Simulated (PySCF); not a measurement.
BMe3, C₃H₉B.
Geometry (PBE0-D3(BJ)/def2-SVP, Å), atoms numbered from 1 in this order:
```
atom  x, y, z in Å
B1     0.003   -0.004   -0.010
C2     1.576   -0.056   -0.029
H3     1.952    0.432    0.890
H4     1.972    0.560   -0.856
H5     2.019   -1.061   -0.090
C6    -0.739    1.385   -0.003
H7    -1.372    1.452    0.900
H8    -1.450    1.430   -0.847
H9    -0.090    2.272   -0.042
C10   -0.830   -1.340    0.023
H11   -1.923   -1.219    0.053
H12   -0.519   -1.948    0.891
H13   -0.569   -1.954   -0.858
```

Computed, not measured: PySCF, TDDFT CAM-B3LYP/def2-SVPD, vertical, gas phase, core orbitals frozen in the response.

Transition dipole moments from the ground state, in atomic units and in the frame of the coordinates above (overall signs are arbitrary), for the states with f of 0.002 or more among the lowest 8:

```tsv
state	E (eV)	μx	μy	μz
S3	7.978	-0.375	0.417	-0.001
S4	7.981	-0.417	-0.375	-0.007
S5	8.863	-0.008	0.010	-0.195
S7	9.444	-0.142	-0.157	-0.018
S8	9.444	0.158	-0.147	0.009
```

(1) What oscillator strength does each state have?

(2) How is the summed strength of these states shared among x, y and z?

## Answers

(1) f = (2/3) ΔE |μ|² with ΔE in hartree (27.2114 eV).

```
state  |μ|² (au)  |μ| (D)      f
   S3      0.315     1.43  0.062
   S4      0.315     1.43  0.062
   S5      0.038     0.50  0.008
   S7      0.045     0.54  0.010
   S8      0.047     0.55  0.011
```

(2) (2/3) Σ ΔE μα² gives 0.072 for x, 0.072 for y and 0.008 for z, 0.153 in all.

S3/S4 and S7/S8 coincide within about 0.01 eV; within a degenerate level the directions of the single components are arbitrary.
